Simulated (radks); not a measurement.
Task: These are the eigenvalues of the occupied orbitals of an atom or ion with whole-number occupations (eV). Method: scalar-relativistic Kohn-Sham, Wu-Cohen GGA, spin-unpolarised, spherical densities, finite nucleus; Fermi nuclear charge, rms radius of each element as measured or else 0.836 A^(1/3) + 0.57 fm; computed with a radial shooting solver on a logarithmic mesh with Libxc functionals.

1s: -10978.73
2s: -1391.366
2p: -1218.887
3s: -188.2317
3p: -135.5254
3d: -49.2704
4s: -29.3594

Which element is it, and in what charge state? The configuration may be excited.

Result: Z = 32, germanium, charge +2: Ge2+ in [Ar] 3d10 4s2. The list shows which subshells hold electrons but not how many an open one holds; the 1s level, -403.46 hartree, gives Z - s = 28.4 by -(Z - s)^2/2, which with screening and relativity narrows Z to a few neighbours, and the depths of the outer levels then fix element, charge and occupations together.
